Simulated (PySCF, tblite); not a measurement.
Isomers of C6H5F2O2 (doublet state). Method: GFN2-xTB as coded in tblite; computed harmonic values from a numerical Hessian at the method's own geometry, unscaled. Against measured fundamentals such values can be off by several per cent, at times by over 20. One conformer each. Open shells enter through the occupations alone, without spin polarisation, and single modes of such species can be off by tens of per cent.

Electronic energies: B3LYP/pcH-1 single points on the GFN2-xTB geometries (PySCF, gas phase).

| SMILES | electronic energy, lowest = 0 (kcal/mol) |
| --- | --- |
| C#C[C@@H]1CO[C](F)O[C@@H]1F | 27.9 |
| O=C1C=[C]C[C@@H]1OC(F)F | 0.0 |
| C#C[C]1CO[C@@H](F)O[C@H]1F | 8.5 |

Problem. How do GFN2-xTB zero-point energies change the relative energies?

Solution. 
| SMILES | ZPE (kcal/mol) | of it from modes above 1550 cm⁻¹ | electronic (kcal/mol) | with ZPE, lowest = 0 (kcal/mol) | lowest mode (cm⁻¹) | rings |
| --- | --- | --- | --- | --- | --- | --- |
| O=C1C=[C]C[C@@H]1OC(F)F | 61.9 | 26.2 | 0.0 | 0.0 | 48 | 1 |
| C#C[C]1CO[C@@H](F)O[C@H]1F | 61.0 | 24.6 | 8.5 | 7.6 | 38 | 1 |
| C#C[C@@H]1CO[C](F)O[C@@H]1F | 61.2 | 24.9 | 27.9 | 27.2 | 55 | 1 |

The zero-point energies span 0.9 kcal/mol, from `C#C[C]1CO[C@@H](F)O[C@H]1F` to `O=C1C=[C]C[C@@H]1OC(F)F`. The order is unchanged.

Problem. And how do the electronic energies of GFN2-xTB itself compare?

Solution. `O=C1C=[C]C[C@@H]1OC(F)F` 9.4; `C#C[C]1CO[C@@H](F)O[C@H]1F` 0.0; `C#C[C@@H]1CO[C](F)O[C@@H]1F` 13.7 kcal/mol, lowest = 0. Against the energies above, taken from the same isomer `O=C1C=[C]C[C@@H]1OC(F)F`, the largest difference is 23.6 kcal/mol.

Problem. What do entropy and thermal enthalpy add at 298.15 K and 1 bar (rigid rotor, harmonic oscillator, one conformer each)?

Solution. 
```json
{"SMILES": "O=C1C=[C]C[C@@H]1OC(F)F", "point group": "C1", "symmetry number": "1", "S (cal/(mol K))": "97.5", "H − H(0) (kcal/mol)": "6.30", "ZPE + H − H(0) − TS (kcal/mol)": "39.1"}
{"SMILES": "C#C[C]1CO[C@@H](F)O[C@H]1F", "point group": "C1", "symmetry number": "1", "S (cal/(mol K))": "97.0", "H − H(0) (kcal/mol)": "6.44", "ZPE + H − H(0) − TS (kcal/mol)": "38.5"}
{"SMILES": "C#C[C@@H]1CO[C](F)O[C@@H]1F", "point group": "C1", "symmetry number": "1", "S (cal/(mol K))": "97.5", "H − H(0) (kcal/mol)": "6.49", "ZPE + H − H(0) − TS (kcal/mol)": "38.6"}
```

S holds R ln(2S + 1) for the spin.
